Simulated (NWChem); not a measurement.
# C$_{3}$H$_{7}$FSi; SMILES F[SiH]1CCC1

```xyz
12

F     -0.2647    -2.0489     0.0000
Si     0.4311    -0.5840     0.0000
C     -0.1784     0.7259     1.2124
C     -0.1051     1.7225     0.0000
C     -0.1784     0.7259    -1.2124
H      1.9038    -0.8169     0.0000
H      0.3969     1.0034     2.0993
H     -1.2193     0.5565     1.5117
H     -0.8948     2.4816     0.0000
H      0.8554     2.2498     0.0000
H     -1.2193     0.5565    -1.5117
H      0.3969     1.0034    -2.0993
```
Atoms are numbered in this order, from 1.

All runs: NWChem. Structure relaxed at the B3LYP/6-31G* (spherical d) level. Level: PBE/def2-SVP with SMD (1 M gas to 1 M solution), gas-phase geometry. Reactions with the solvent are ignored.

Q: Estimate the computed values for solvent ethylene glycol. Quantities: solvation free energy (kcal/mol); cavity-dispersion-structure term (kcal/mol); dipole in solution (D).

A: 
```
Quantity                                     Value
-------------------------------------------  -----
solvation free energy (kcal/mol)              -0.6
cavity-dispersion-structure term (kcal/mol)    1.5
dipole in solution (D)                        1.98
```
